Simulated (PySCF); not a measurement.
**Electronic structure of S³⁺ (sulfur, charge +3) at the UHF level**

Configuration: [Ne] 3s2 3p1, 2P determinant. Calculation: PySCF 2.14, in def2-TZVP; no relativity, point nucleus.

```json
{
 "Total energy": "-395.072641 hartree",
 "One-electron energy": "-526.6192 hartree",
 "Hartree (Coulomb) energy": "155.5352 hartree",
 "Exchange energy": "-23.9886 hartree",
 "Kinetic energy": "394.88058 hartree",
 "⟨S²⟩": "0.7618",
 "⟨L²⟩": "2.036",
 "Sum of ⟨r⟩": "8.540 bohr",
 "Sum of ⟨r²⟩": "10.65 bohr²",
 "Traceless quadrupole moment −½Σ⟨3z² − r²⟩ along its main axis": "-1.32 e·bohr²",
 "Density at the nucleus (Gaussians lack the cusp)": "2580 bohr⁻³",
 "Spin density at the nucleus": "0.108 bohr⁻³",
 "Langevin diamagnetic susceptibility": "-8.43 ×10⁻⁶ cm³/mol",
 "Time after the integrals": "0.16 s of wall time on 1 thread of Neoverse-N1 (shared host)"
}
```

| shell | electrons | mean orbital energy (hartree) | spread (hartree) | rms radius, mean of both spins (bohr) |
| --- | --- | --- | --- | --- |
| 1s α | 1 | -93.60436 | 0 | 0.113 |
| 1s β | 1 | -93.58957 | 0 | 0.113 |
| 2s α | 1 | -10.54866 | 0 | 0.517 |
| 2s β | 1 | -10.53509 | 0 | 0.517 |
| 2p α | 3 | -8.22747 | 0.02557 | 0.490 |
| 2p β | 3 | -8.20201 | 0.03021 | 0.490 |
| 3s α | 1 | -2.17995 | 0 | 1.65 |
| 3s β | 1 | -2.05116 | 0 | 1.65 |
| 3p α | 1 | -1.72882 | 0 | 1.80 |
